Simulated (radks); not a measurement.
Initial-state core-level shifts of the silver ion Ag3+ when its valence configuration changes from [Kr] 4d8. Calculated with a radial shooting solver on a logarithmic mesh with Libxc functionals: scalar-relativistic Kohn-Sham, r2SCAN, spin-polarised, spherical densities, finite nucleus; open shells are filled with parallel spins first (spin-orbit coupling, left out, can overturn this in heavy ions); meta-GGA in the generalised Kohn-Sham scheme; Fermi nuclear charge, rms radius 4.5454 fm. Shifts are changes of the shell-averaged eigenvalues in eV (positive: less bound); the change of the density at the nucleus, which sets a Mossbauer isomer shift, is in e/bohr^3, on a base of 1.493e+05.

[
 {"valence": "4d7 5s1", "2s": "-6.648", "2p": "-6.642", "3d": "-6.478", "4p": "-5.209", "density at nucleus": "+47.86"},
 {"valence": "4d6 5s1 5p1", "2s": "-14.677", "2p": "-14.664", "3d": "-14.309", "4p": "-11.517", "density at nucleus": "+57.80"},
 {"valence": "4d5 5s1 5p2", "2s": "-22.871", "2p": "-22.852", "3d": "-22.242", "4p": "-17.644", "density at nucleus": "+69.62"},
 {"valence": "4d5.5 5s1.5 5p1", "2s": "-18.366", "2p": "-18.351", "3d": "-17.863", "4p": "-14.226", "density at nucleus": "+83.98"},
 {"valence": "4d7 5p1", "2s": "-7.888", "2p": "-7.881", "3d": "-7.739", "4p": "-6.455", "density at nucleus": "+6.36"},
 {"valence": "4d6 5s2", "2s": "-13.700", "2p": "-13.690", "3d": "-13.312", "4p": "-10.556", "density at nucleus": "+98.12"},
 {"valence": "4d3 5s1 5p4", "2s": "-41.368", "2p": "-41.349", "3d": "-39.964", "4p": "-31.159", "density at nucleus": "+95.42"},
 {"valence": "4d6 5p2", "2s": "-15.877", "2p": "-15.863", "3d": "-15.527", "4p": "-12.702", "density at nucleus": "+13.68"},
 {"valence": "4d7.5 5p0.5", "2s": "-3.939", "2p": "-3.935", "3d": "-3.870", "4p": "-3.259", "density at nucleus": "+3.06"}
]
